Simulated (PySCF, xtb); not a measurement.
CBrF₂, charge +1, multiplicity 1. Atoms are numbered in the order given.

```xyz
4

F      0.0000     1.0600    -1.5258
C      0.0000     0.0000    -0.8576
F      0.0000    -1.0600    -1.5258
Br     0.0000     0.0000     0.9317
```
Charge +1, spin multiplicity 1.

Geometry: B3LYP-D3(BJ)/def2-SVP. The multiplicity is an assumed one; other spin states were not compared. The isomer is the one that the SMILES or the coordinates give; other isomers of the formula were not compared.

These are IEF-PCM-ωB97X/def2-SVP (PySCF) values and carry that method's errors.

The values are the electrostatic part of the solvation free energy, E(continuum) − E(gas) at the gas-phase geometry, in a cavity of scaled van der Waals radii (PySCF's table); cavitation and dispersion terms are not included. In vacuum the orbital gap is 11.02 eV.

Computed values in water (ε = 78.36), dichloromethane (ε = 8.93), toluene (ε = 2.37):
| solvent | ε | ΔG(elec) (kcal/mol) | gap (eV) |
|---|---|---|---|
| water | 78.36 | -64.4 | 11.08 |
| dichloromethane | 8.93 | -57.7 | 11.07 |
| toluene | 2.37 | -37.3 | 11.04 |

For comparison, GFN2-xTB/ALPB(water) (xtb, at the GFN2-xTB geometry, all terms of that model) gives -54.0 kcal/mol.
